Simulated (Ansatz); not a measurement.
Consider the ligand exchange at a B–N bond: `BN(B)CC` + `N[SiH2]F` → `BN[SiH2]F` + `BNCC`.

Calculated with Ansatz (gas phase, PBE0-D4/def2-TZVP geometries, no zero-point term in ΔE). CCSD(T)/CBS adds triple-zeta CCSD(T) − MP2 to the extrapolated MP2 energy (def2 sets, frozen cores). DFT in def2-TZVPP. One conformer a species, not always the lowest.

| level | ΔE (kJ/mol) |
| --- | --- |
| RPA@PBE/def2-TZVPP | -32.9 |
| MP2/def2-SVP | -41.1 |

Question: What does CCSD(T)/CBS give? (Estimate.)

Answer: The calculation gave: -31.0 kJ/mol. The listed levels differ from it by -1.9, -10.1 kJ/mol.

Question: What do rigid-rotor, harmonic-oscillator terms from PBE0-D4/def2-TZVP frequencies (298.15 K, 1 bar) make of the CCSD(T)/CBS value? (An estimate is asked.)

Answer: The calculation gave: ΔZPE = +3.9 kJ/mol, ΔH = -27.6 kJ/mol, ΔS = 1 J/(mol·K), ΔG = -27.9 kJ/mol.

Largest T1 diagnostic among the species: 0.012.

From BLYP to BHLYP (50 % exact exchange), in def2-TZVPP and without D4, ΔE moves by +6.7 kJ/mol. Leaving LDA and LC-ωPBE aside and taking each functional with its dispersion term where it has one, the values, not all of them listed here, spread over 6.1 kJ/mol, from PBE-D4 to ωB97X-V. At CCSD(T), def2-SVP lies −13.7 kJ/mol from the extrapolated value and def2-TZVPP −1.5 kJ/mol.
